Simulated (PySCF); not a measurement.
I⁺: interval between two levels

I⁺ [Kr] 4d10 5s2 5p4 [3P2, M_J = 2] → I⁺ [Kr] 4d10 5s2 5p3 5d1 [5D4, M_J = 4], as a difference of total energies. Calculation: PySCF 2.14, in x2c-TZVPall-2c with one added diffuse shell each of s, p, d, f type (9s10p6d3f, 90 functions); the two-component X2C-1e Hamiltonian. Correlated levels: [Ar] 3d10 frozen; the 6 highest virtual spinors dropped. "Screened" scales the spin-orbit matrix elements by Boettger's factors to mimic the two-electron term; Breit and QED terms are absent.

| method | interval between two levels (cm⁻¹) | error (cm⁻¹) |
| --- | --- | --- |
| GHF (spin-free) | 76646 | -9391 |
| GMP2 (spin-free) | 82134 | -3903 |
| GHF (screened spin-orbit) | 79882 | -6154 |
| GMP2 (screened spin-orbit) | 85188 | -849 |

Reference: 86036 cm⁻¹ (measured; NIST Handbook of Basic Atomic Spectroscopic Data (Sansonetti and Martin, J. Phys. Chem. Ref. Data 34, 1559 (2005))).

The spin-free rows relax to the high-spin LS determinant and lack the spin-orbit shift.

Errors of the correlated levels include the incompleteness of this basis and the frozen core.

The labels give the starting determinants; with spin-orbit coupling the two ends relaxed to ⟨J²⟩ = 6.03, ⟨L²⟩ = 2.37, ⟨S²⟩ = 1.86 and ⟨J²⟩ = 20.01, ⟨L²⟩ = 6.30, ⟨S²⟩ = 5.84.
